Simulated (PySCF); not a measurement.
# CeN: from constants to spectrum

PBE0 constants of CeN, doublet, about 1.4 electrons in the 4f shell (Mulliken), real f orbitals that mix terms (basis Ce x2c-SVPall, N x2c-SVPall; spin-free X2C with a Gaussian nucleus; PySCF 2.14; masses 139.9054 and 14.0031 u):

```
ωe                         : 979.8 cm⁻¹
ωexe                       : 2.57 cm⁻¹
Be                         : 0.43241 cm⁻¹
αe                         : 0.00193 cm⁻¹
D (centrifugal)            : 3.37e-07 cm⁻¹
De to Ce (4f1 5d1 6s2) + N : 6.22 eV
```

Q: Give the vibrational terms G(v) and spacings up to v = 6.

A: G(v) = ωe(v+½) − ωexe(v+½)².

```
v  G(v) (cm⁻¹)  G(v) − G(v−1)  Bv (cm⁻¹)
0          489                    0.4314
1         1464            975     0.4295
2         2433            970     0.4276
3         3398            964     0.4257
4         4357            959     0.4237
5         5311            954     0.4218
6         6260            949     0.4199
```

Q: How well does the Morse estimate ωe²/(4ωexe) reproduce De, and what is D0?

A: It gives 11.58 eV, 186 % of the computed De. D0 = De − G(0) = 6.22 − 0.06 = 6.16 eV.

Spin–orbit coupling is left out, which matters for elements this heavy, above all for dissociation energies. The state is the lowest single determinant that the PBE0 search found; with open d or f shells the true ground state can be another one.
